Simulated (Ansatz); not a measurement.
GaCl2F⁻. Total charge -1; doublet. Geometry r2SCAN-D4/def2-SVP, that of the neutral singlet; atoms count from 1.

```xyz
4

Ga    0.069    0.013    0.002
Cl   -0.612   -1.646   -1.119
Cl   -1.230    1.293    1.072
F     1.773    0.340    0.045
```

The highest occupied level of the charge -1 doublet lies above zero (up to 0.99 eV). By energy differences its removal costs 0.57 eV (vertical, to the charge 0 singlet, at PBE0-D4/def2-TZVPD); a positive level beside a positive removal energy at the same level points to self-interaction error.

Question: Estimate the Mulliken populations from the PBE0/def2-TZVPD orbitals of Ansatz.

Answer: 
```tsv
atom	charge (e)	spin (α − β)
Ga1	-0.49	1.40
Cl2	-0.11	-0.18
Cl3	-0.11	-0.18
F4	-0.30	-0.04
```
Mulliken values and Mayer orders depend strongly on the basis. With diffuse functions, as here, like atoms can get unlike values, and bond orders can come out too low or too high.

Question: Where does the spin sit?

Answer: Summed by element: Ga 1.40, Cl -0.36, F -0.04, of 1 unpaired in all. Largest on single atoms: Ga1 1.40, Cl2 -0.18, Cl3 -0.18.

Question: And the Mayer bond orders between bonded heavy atoms (over 0.3)?

Answer: Ga1–F4 0.65 (1.74 Å).
